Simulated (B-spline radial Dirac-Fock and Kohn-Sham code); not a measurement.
## Run log: Ir

ΔSCF core binding energies without Breit or QED terms, calculated with a radial B-spline solver. Keys: rel is the Hamiltonian (dirac, or spin-free x2c and nr, where L3 and M5 stand for the whole 2p and 3d shells), method is hf or an exchange,correlation pair (spin-unpolarised, also for the hole states), nuc the nuclear model, radius_factor scales its radius, rmax is the box in bohr, h the logarithmic mesh step, order the B-spline order, points the quadrature points per cell, c_factor scales the speed of light, and damp, ndamp, maxit and tol steer the iteration. The run stops when the commutator error falls below 10·tol·max(1, Z/10), or the numerical noise floor, and the energy has settled to about 1e-8 Ha; the virial ratio is −V/T.

Input (task.json):

```json
{"items": [{"Z": 77, "q": 0, "cfg": [[1, 0, 2], [2, 0, 2], [2, 1, 6], [3, 0, 2], [3, 1, 6], [3, 2, 10], [4, 0, 2], [4, 1, 6], [4, 2, 10], [4, 3, 14], [5, 0, 2], [5, 1, 6], [5, 2, 7], [6, 0, 2]], "A": 193, "rrms": 5.4032, "do": "settings", "holes": ["K", "L3", "M5"],
  "settings": [{"rel": "dirac", "method": "hf", "nuc": "fermi", "radius_factor": 1.0, "rmax": 2.0, "h": 0.3, "order": 8, "points": 10, "c_factor": 1.0, "maxit": 73, "damp": 0.5, "ndamp": 3, "tol": 1e-08}]}]}
```

Command: `python xray2_run.py task.json out`

Ground-state iterations:

```
iter   energy (Ha)        error
   1   -17826.20454525  2.21e+00
   2   -17827.39882985  4.17e-01
   3   -17829.47402908  3.62e-02
   4   -17829.47982395  1.05e-02
   5   -17829.48052298  1.54e-03
   6   -17829.48053715  2.32e-04
   7   -17829.48053744  6.41e-05
   8   -17829.48053750  4.10e-05
   9   -17829.48053751  8.56e-07
  10   -17829.48053751  2.74e-08
```

The ground state converged in 10 iterations, with total energy -17829.48054 Ha, virial ratio 1.87455 and highest orbital energy 122.90 eV. ΔSCF binding energies: K (1s) 76444.6 eV, L3 (2p3/2) 11187.6 eV, M5 (3d5/2) 1987.8 eV.

**Question.** One setting is unsound. Which, and why?

**Answer.** rmax squeezes the outer orbitals. With the default settings (Dirac Hartree-Fock): The ground state converged in 11 iterations, with total energy -17846.76054 Ha, virial ratio 1.87828 and highest orbital energy -8.15 eV. ΔSCF binding energies: K (1s) 76517.1 eV, L3 (2p3/2) 11257.9 eV, M5 (3d5/2) 2054.7 eV.
